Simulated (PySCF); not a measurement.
Molecule: `FBOC(F)F`, CH2BF3O.

Structure with atom numbers: `[F:1][BH:2][O:3][CH:4]([F:5])[F:6]`. Each H is labelled by its parent atom.

Geometry PBE0-D3(BJ)/def2-SVP throughout; GIAO in PySCF 2.14.0 with density-fitted response routines, gas phase, one conformer, non-relativistic; equivalent atoms averaged; basis pcSseg-2.

(1) How do the absolute shieldings σ depend on the functional? (ppm; last column core-seconds on 1 thread of an x86-64 server CPU, shared host; the GGAs took longer than the global hybrids here, which isn't the general rule, and the cause wasn't traced)

(2) Which nucleus moves most, in ppm?

Results:

(1) 
```tsv
functional	kind	F1	F5/F6	B2	O3	C4	H(C4)	H(B2)	core-s
HF	Hartree–Fock	302.4	308.9	90.0	167.7	87.5	25.58	27.57	10
LDA	LDA	222.1	250.7	66.9	94.3	53.7	23.58	26.22	21
PBE	GGA	231.5	253.8	70.3	103.1	55.9	24.08	26.72	29
BLYP	GGA	234.6	252.1	68.8	100.0	51.1	24.24	26.98	28
BP86	GGA	233.7	255.5	71.2	105.0	55.9	24.13	26.80	28
OPBE	GGA	243.2	263.9	76.4	121.0	64.5	24.22	26.80	31
KT2	GGA	237.6	253.5	77.4	109.1	63.1	24.09	26.83	22
KT3	GGA	247.2	258.6	78.1	117.7	63.4	24.34	27.10	23
B97-D	GGA	248.4	261.8	75.3	116.7	58.2	24.35	27.09	22
B3LYP	global hybrid	250.8	266.2	72.8	115.6	58.8	24.54	27.07	18
PBE0	global hybrid	252.5	271.2	75.3	122.7	64.9	24.49	26.89	17
mPW1PW91	global hybrid	253.8	272.1	75.4	123.5	64.2	24.55	26.97	19
WP04	global hybrid	268.9	272.3	70.7	126.1	49.2	24.86	27.70	17
B97-2	global hybrid	259.2	273.3	77.4	128.2	65.3	24.61	27.09	17
BHandHLYP	global hybrid	272.2	283.5	78.8	136.0	69.7	24.92	27.23	15
CAM-B3LYP	range-separated hybrid	255.1	271.1	73.4	121.8	62.0	24.55	26.98	19
wB97X-D	range-separated hybrid	260.3	275.3	76.7	130.1	65.0	24.67	27.07	22
LC-wPBE	range-separated hybrid	259.2	278.9	74.2	134.3	66.2	24.62	26.93	24
```

(2) F1 (fluorine bonded to B): from 222.1 ppm with LDA to 302.4 ppm with HF. The smallest spread is 1.48 ppm, at H(B2). Proton shifts span only some 12 ppm, so a few tenths of a ppm matter as much there as several ppm in carbon.
